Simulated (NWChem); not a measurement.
Species: ZnCl cation; SMILES [Cl][Zn+]

```xyz
2

Zn     0.0000     0.0000    -0.7549
Cl     0.0000     0.0000     1.3150
```
Atoms are numbered in this order, from 1.

Results from NWChem. Geometry optimised at PBE0/def2-SVP; all other runs use it. Pople sets run with spherical d functions. Vzz has the sign of the potential's second derivative.

| quantity | level | value |
|---|---|---|
| absolute shielding σ Cl2 (ppm) | B3LYP/6-31G*, GIAO | 578.0 |
| highest occupied level (eV) | r2SCAN0/def2-SVP | -14.93 |
| Vzz Cl2 (a.u.) | Hartree-Fock/def2-SVP | 2.649 |
| vertical, lowest excitation, singlet (eV) | B3LYP/def2-SVP, TDA | 2.08 |
| highest harmonic frequency (cm⁻¹) | PBE0/def2-SVP | 456 |
